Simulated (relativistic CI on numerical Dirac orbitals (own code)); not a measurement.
Radial Dirac CI calculation of Cd⁺.

Command:

```sh
python run_levels.py task.json out
```

Input:

```
atom Cd  Z=48  charge=1  electrons=47
nucleus A=114  rms_radius_fm=4.6087
hamiltonian dirac-coulomb  breit=on  qed=on  c_scale=1
orbitals kli  potential=per-configuration
slater_scale 1
correlation none
mixing on
grid step=0.0125 r_max=100.6
scf mixing=0.4 start=green max_iterations=98 tolerance=1e-14 node_fill=0.05
configurations
  [Kr] 4d10 5s
end
```

Output:

```
SCF 1: [Kr] 4d10 5s
 iter      energy (Ha)   residual   last orbital (Ha)
    1     -5584.387879   1.58e+00     -0.95027
    2     -5592.401655   4.66e-01     -0.67310
    3     -5592.951106   1.59e-01     -0.60759
    4     -5593.021767   5.09e-02     -0.59396
    5     -5593.023691   3.69e-02     -0.59062
    6     -5593.023721   2.08e-03     -0.57704
    7     -5593.023923   3.21e-04     -0.57741
    8     -5593.023987   2.51e-04     -0.57752
    9     -5593.023968   1.74e-05     -0.57743
   10     -5593.023966   2.47e-06     -0.57743
   11     -5593.023966   1.79e-08     -0.57743
   12     -5593.023966   5.77e-09     -0.57743
   13     -5593.023966   1.79e-10     -0.57743
   14     -5593.023966   1.72e-11     -0.57743
   15     -5593.023966   7.69e-12     -0.57743
   16     -5593.023966   1.55e-12     -0.57743
   17     -5593.023966   5.50e-13     -0.57743
   18     -5593.023966   2.56e-13     -0.57743
   19     -5593.023966   1.56e-13     -0.57743
   20     -5593.023966   1.01e-13     -0.57743
   21     -5593.023966   4.81e-14     -0.57743
   22     -5593.023966   3.46e-14     -0.57743
   23     -5593.023966   6.72e-14     -0.57743
   24     -5593.023966   2.53e-14     -0.57743
   25     -5593.023966   5.82e-14     -0.57743
   26     -5593.023966   3.73e-14     -0.57743
   27     -5593.023966   6.37e-14     -0.57743
   28     -5593.023966   8.58e-14     -0.57743
   29     -5593.023966   1.96e-14     -0.57743
   30     -5593.023966   1.36e-14     -0.57743
   31     -5593.023966   3.88e-14     -0.57743
   32     -5593.023966   2.55e-14     -0.57743
   33     -5593.023966   6.13e-14     -0.57743
   34     -5593.023966   1.13e-13     -0.57743
   35     -5593.023966   1.24e-14     -0.57743
   36     -5593.023966   8.13e-14     -0.57743
   37     -5593.023966   1.26e-13     -0.57743
   38     -5593.023966   1.10e-13     -0.57743
   39     -5593.023966   1.02e-13     -0.57743
   40     -5593.023966   7.09e-14     -0.57743
   41     -5593.023966   3.79e-14     -0.57743
   42     -5593.023966   6.92e-14     -0.57743
   43     -5593.023966   9.52e-14     -0.57743
   44     -5593.023966   7.11e-14     -0.57743
   45     -5593.023966   5.98e-14     -0.57743
   46     -5593.023966   8.85e-14     -0.57743
   47     -5593.023966   7.30e-14     -0.57743
   48     -5593.023966   8.56e-14     -0.57743
   49     -5593.023966   5.25e-14     -0.57743
   50     -5593.023966   3.36e-14     -0.57743
   51     -5593.023966   6.49e-14     -0.57743
   52     -5593.023966   5.78e-14     -0.57743
   53     -5593.023966   1.66e-14     -0.57743
   54     -5593.023966   9.33e-15     -0.57743
orbital energies (Ha): 3d3/2 -15.0960  3d5/2 -14.8397  4s -4.3174  4p1/2 -3.0385  4p3/2 -2.8295  4d3/2 -0.8835  4d5/2 -0.8582  5s -0.5774
configuration averages (Ha): Dirac-Coulomb, Breit, QED
  5s                           -5593.023966    3.838292    2.562137
levels: no., configuration, term, J, E (cm-1), weight
   1 5s                     2S   1/2              0.0  1.00
lowest total energy -5586.623537 Ha
end: converged
```

Against the reference input this run has: SCF tolerance 1e-14. The reference run ends at -5586.623537 Ha with Breit and QED terms. The iteration limit was 98 against 150. The change (SCF tolerance 1e-14) leaves the energy and the levels as they were.
